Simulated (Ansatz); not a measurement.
```yaml
crystal:
  periodic: [true, true, true]
  atoms:
    - {symbol: C, position_ang: [-0.002380, 1.915918, -0.041522]}
    - {symbol: C, position_ang: [0.824270, 0.721819, -0.001475]}
    - {symbol: N, position_ang: [0.143482, -0.429835, -0.373247]}
    - {symbol: C, position_ang: [0.992232, -1.526317, -0.418227]}
    - {symbol: Sn, position_ang: [-1.630932, -0.762240, 0.378446]}
    - {symbol: H, position_ang: [-0.449135, 2.028859, -0.983455]}
    - {symbol: H, position_ang: [0.575562, 2.767795, 0.156043]}
    - {symbol: H, position_ang: [-0.765757, 1.890737, 0.681058]}
    - {symbol: H, position_ang: [1.261449, 0.629870, 0.962087]}
    - {symbol: H, position_ang: [1.632925, 0.845452, -0.669780]}
    - {symbol: H, position_ang: [1.760181, -1.356388, -1.120473]}
    - {symbol: H, position_ang: [0.475746, -2.386910, -0.722997]}
    - {symbol: H, position_ang: [1.462753, -1.740937, 0.506891]}
    - {symbol: H, position_ang: [-1.969027, -2.305271, -0.052556]}
    - {symbol: H, position_ang: [-2.700298, 0.287525, -0.278698]}
    - {symbol: H, position_ang: [-1.633248, -0.601773, 2.020433]}
basis:
  gaussian: {orbitals: STO-3G}
total_charge: 1
magnetization: {spin_polarized: true, initial_magnetization: 1}
hamiltonian: {xc: {name: PBE-QIDH}}
accuracy: high
output: {forces: true}
```

```sh
$ ansatz run in.yaml --threads 4 --pin off --events-out ev --progress --plain --max-ram 11315MiB
```

Output, abridged:

```
Error: YAML parse error: error: line 2 column 3: crystal: missing field `lattice` (a structure is typed as `lattice` and `atoms`, a molecule's as `atoms` in Å alone, or read from a run's directory, `checkpoint`)
 --> <input>:2:3
1 | crystal:
2 |   periodic: [true, true, true]
3 |   atoms:
4 |     - {symbol: C, position_ang: [-0.002380, 1.915918, -0.041522]}
```

In this input the molecule is marked periodic without a cell. The input was rejected before any iteration.
